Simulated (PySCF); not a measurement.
ClFH2Se2Si, SMILES F[Si](Cl)([SeH])[SeH]. Coordinates come from a ωB97X-D3(BJ)/def2-SVP optimisation. The values are those of a single conformer.

These are ωB97X-D3(BJ)/def2-SVP run with PySCF values and carry that method's errors.

Harmonic wavenumbers (cm⁻¹): 92, 121, 166, 178, 207, 217, 259, 346, 530, 598, 691, 710, 922, 2498, 2503. Rotational constants (GHz): 1.395, 0.7688, 0.6073; symmetry number 1.

Q: Work out the zero-point energy and the ideal-gas rigid-rotor harmonic-oscillator thermochemistry at 298.15 K and 1 atm.

A: ZPE = ½ Σ hcν = ½ × 10040 cm⁻¹ = 60.05 kJ/mol. H − E(el) = 83.67 kJ/mol. Entropy in J/(mol K): translation 177.23, rotation 127.94, vibration 84.53, total 389.70. G − E(el) = -32.52 kJ/mol. Cp = 112.61 J/(mol K). Modes under 150 cm⁻¹ make the vibrational entropy uncertain.
